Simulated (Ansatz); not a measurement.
Input file for `FCO[SiH2][SeH]`:

```yaml
crystal:
  periodic: [false, false, false]
  atoms:
    - {symbol: F, position_ang: [-1.921539, 0.855186, 0.785735]}
    - {symbol: C, position_ang: [-0.620460, 0.753936, 1.222226]}
    - {symbol: O, position_ang: [-0.089276, -0.461201, 0.863351]}
    - {symbol: Si, position_ang: [0.112218, -1.003895, -0.685494]}
    - {symbol: Se, position_ang: [1.118336, 0.532185, -2.025351]}
    - {symbol: H, position_ang: [-0.628765, 0.817317, 2.312445]}
    - {symbol: H, position_ang: [-0.066279, 1.584305, 0.770551]}
    - {symbol: H, position_ang: [0.942514, -2.215584, -0.535218]}
    - {symbol: H, position_ang: [-1.181175, -1.283783, -1.347158]}
    - {symbol: H, position_ang: [2.417525, 0.370534, -1.358089]}
basis:
  gaussian: {orbitals: def2-TZVPP}
correlation: {method: ccsd_t}
```

```sh
$ ansatz run in.yaml --threads 4 --pin off --events-out ev --progress --plain --max-ram 10444MiB
```

Log, shortened:

```
Functional definition: HF
  name "HF"
  cite "Fock, Z. Phys. 61, 126 (1930) doi:10.1007/BF01340294"
  parent pbe
  exchange = exact_x
  correlation = 0
1555 factors; integrals over basis functions are off by at most 1.0e-3 eV
mean field evaluation 1: about -79019.3152 eV, gradient 3.7e1 eV
mean field evaluation 2: about -79019.6403 eV, gradient 3.7e1 eV
mean field evaluation 4: about -79022.6605 eV, gradient 3.8e0 eV
mean field evaluation 8: about -79022.7215 eV, gradient 3.4e-1 eV
mean field -79022.72200208 eV, -2904.0314700517 hartree, gradient 8.2e-6 eV, S^2 0.000000; 0 other end points of the search recorded, 0 dependent functions left out
17 core orbitals not correlated: weight in the atoms' cores, before any rotation towards them, 1.000 or more for the frozen orbitals, at most 0.000 for the correlated occupied ones
reference -79022.72200208 eV, -2904.0314700517 hartree; 21, 21 occupied and 215, 215 virtual orbitals, 1555 factors
second order -28.52069180 eV of doubles, -0.00000000 eV of singles
cycle   1  -28.60233528 eV  change   -8.2e-2 eV  update   1.1e-1
cycle   2  -29.29793105 eV  change   -7.0e-1 eV  update   3.2e-2
cycle   3  -29.43225869 eV  change   -1.3e-1 eV  update   1.6e-2
cycle   4  -29.41314087 eV  change    1.9e-2 eV  update   3.5e-3
cycle   5  -29.41190424 eV  change    1.2e-3 eV  update   1.6e-3
cycle   6  -29.41274584 eV  change   -8.4e-4 eV  update   4.8e-4
cycle   7  -29.41236828 eV  change    3.8e-4 eV  update   1.8e-4
cycle   8  -29.41228389 eV  change    8.4e-5 eV  update   5.5e-5
cycle   9  -29.41231478 eV  change   -3.1e-5 eV  update   2.1e-5
perturbative correction -1.04115164 eV, -0.0382616169 hartree
Total energy: -79053.17546850 eV, -2905.1506143003 hartree
```

It took 2.4 min on 4 threads of an Intel Xeon on a shared host, with 5.8 GiB of host memory at the peak.

Correlation energy per correlated electron: -0.725 eV. T1 diagnostic: 0.0109.
